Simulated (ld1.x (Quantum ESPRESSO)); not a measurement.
## An all-electron radial function and its pseudo partner (K (Z = 19))

Columns: radius, all-electron u(r) and pseudo u(r) of the 3s shell (level -36.30 eV) of potassium in the configuration [Ne] 3s2 3p6 3d0.5 4s0.5 4p0; PBEsol, scalar-relativistic, TM scheme, ld1.x (Quantum ESPRESSO) 7.5.

| r (bohr) | all-electron | pseudo |
| --- | --- | --- |
| 0.210 | -0.4438 | 0.2547 |
| 0.420 | -0.1970 | 0.4902 |
| 0.630 | 0.4524 | 0.6877 |
| 0.840 | 0.8551 | 0.8285 |
| 1.050 | 0.9806 | 0.8952 |
| 1.260 | 0.9344 | 0.8792 |
| 1.470 | 0.8101 | 0.7910 |
| 1.680 | 0.6648 | 0.6618 |
| 1.890 | 0.5267 | 0.5266 |
| 2.100 | 0.4075 | 0.4075 |
| 2.310 | 0.3100 | 0.3100 |
| 2.520 | 0.2329 | 0.2329 |
| 2.730 | 0.1735 | 0.1735 |
| 2.940 | 0.1283 | 0.1283 |
| 3.150 | 0.0944 | 0.0944 |
| 3.360 | 0.0692 | 0.0692 |
| 3.570 | 0.0505 | 0.0505 |
| 3.780 | 0.0368 | 0.0368 |
| 3.990 | 0.0267 | 0.0267 |
| 4.200 | 0.0194 | 0.0194 |
| 4.410 | 0.0141 | 0.0141 |
| 4.620 | 0.0102 | 0.0102 |
| 4.830 | 0.0074 | 0.0074 |
| 5.040 | 0.0053 | 0.0053 |
| 5.250 | 0.0039 | 0.0039 |
| 5.460 | 0.0028 | 0.0028 |

Question: How many radial nodes do the two functions have?

Answer: The all-electron 3s function has n − l − 1 = 2 (the table is too coarse to show those close to the nucleus); the pseudo-wave has 0, since the states of the same l below it are removed with the core.

Question: At about which radius was the pseudo-wave matched?

Answer: 2.10 bohr. The columns agree to 0.0005 from 1.89 bohr on; several derivatives are matched, so the curves merge somewhat inside the radius.

Question: Where does each function peak?

Answer: Outermost all-electron maximum near 1.05 bohr, pseudo maximum near 1.05 bohr (to the table’s step).

Question: Is the pseudo-wave norm-conserving?

Answer: Yes: the TM scheme keeps the norm inside the radius equal to the all-electron one, which fixes the energy derivative of the logarithmic derivative at the level.
